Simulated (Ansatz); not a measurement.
Gas-phase electronic energies from Ansatz, PBE0-D4/def2-TZVP geometries. CCSD(T)/CBS is the MP2 limit (def2-TZVPP, def2-QZVPP) plus CCSD(T) − MP2 in def2-TZVPP, frozen cores. Functionals use def2-TZVPP. B3LYP here is the variant with VWN-RPA as its local correlation; programs differ in this. def2 core potentials past Kr. For Nb outer-core shells are correlated without core-valence functions, which leaves a few kJ/mol of doubt a bond. One conformer a species, not always the lowest.

Consider the substitution at a C–O bond: `CO[SiH](F)OC` + `[CH3][Nb](=[NH])([NH2])[F]` → `C[N]=[Nb]([CH3])([NH2])[F]` + `CO[SiH](O)F`.

`CO[SiH](F)OC`:

Z-matrix (Å, degrees):
```
C
O 1 1.411
H 1 1.094 2 111.3
H 1 1.091 2 108.1 3 -119.5
H 1 1.095 2 111.2 3 121.6
Si 2 1.623 1 125.9 3 -54.7
O 6 1.612 2 108.9 1 169.0
F 6 1.597 2 107.7 1 48.2
H 6 1.471 2 113.8 1 -70.5
C 7 1.413 6 126.6 2 -48.1
H 10 1.094 7 110.9 6 -71.5
H 10 1.091 7 108.0 6 169.5
H 10 1.093 7 111.2 6 50.0
```

`[CH3][Nb](=[NH])([NH2])[F]`:

Z-matrix (Å, degrees):
```
C
Nb 1 2.158
H 1 1.097 2 110.0
H 1 1.092 2 112.4 3 121.3
H 1 1.096 2 109.2 3 -118.9
N 2 1.744 1 103.9 3 -175.2
N 2 1.961 1 106.5 3 -64.5
F 2 1.891 1 108.8 3 61.3
H 6 1.009 2 169.2 1 -113.5
H 7 1.012 2 122.9 1 76.5
H 7 1.008 2 126.7 1 -109.0
```

`C[N]=[Nb]([CH3])([NH2])[F]`:

```xyz
14

C    -1.341   -1.908    0.815
N    -0.442   -0.843    0.547
Nb    0.809    0.338    0.272
C     0.832    0.529   -1.883
N     0.071    2.008    1.003
F     2.523   -0.194    0.888
H    -1.905   -2.174   -0.086
H    -0.814   -2.803    1.163
H    -2.062   -1.619    1.588
H     1.533    1.317   -2.186
H     1.166   -0.416   -2.326
H    -0.152    0.763   -2.293
H    -0.833    2.142    1.428
H     0.614    2.860    1.070
```

`CO[SiH](O)F`:

Cartesian coordinates in Å:
```
C -0.713 0.888 1.155
O -0.641 -0.136 0.185
Si 0.567 -0.344 -0.879
O 0.369 -1.767 -1.624
F 1.943 -0.296 -0.073
H -0.795 1.873 0.686
H 0.164 0.878 1.808
H -1.604 0.718 1.760
H 0.642 0.703 -1.909
H 0.068 -2.517 -1.109
```

```
             level  ΔE (kJ/mol)  difference from CCSD(T)/CBS
         revPBE-D4        -46.8                         -0.8
           BLYP-D4        -41.5                          4.5
        r2SCANh-D4        -44.8                          1.2
      CAM-B3LYP-D4        -38.8                          7.2
          PBE-QIDH        -50.7                         -4.7
              PBE0        -46.8                         -0.8
             B3LYP        -42.1                          3.9
           r2SCANh        -44.8                          1.2
RPA@PBE/def2-TZVPP        -39.5                          6.5
       HF/def2-SVP        -30.5                         15.5
      MP2/def2-SVP        -53.6                         -7.6
     CCSD/def2-SVP        -40.8                          5.2
   CCSD/def2-TZVPP        -43.3                          2.7
CCSD(T)/def2-TZVPP        -45.5                          0.5
    MP2/def2-QZVPP        -58.5                        -12.5
      HF/CBS(def2)        -31.5                         14.5
       CCSD(T)/CBS        -46.0                            0
```

Largest T1 diagnostic among the species: 0.020, so the coupled-cluster value is less sure than usual.

At CCSD(T), def2-SVP lies +3.9 kJ/mol from the extrapolated value and def2-TZVPP +0.5 kJ/mol. From BLYP to BHLYP (50 % exact exchange), in def2-TZVPP and without D4, ΔE moves by +3.5 kJ/mol. Leaving LDA and LC-ωPBE aside and taking each functional with its dispersion term where it has one, the values, not all of them listed here, spread over 12.5 kJ/mol, from PBE-QIDH to ωB97X-V.
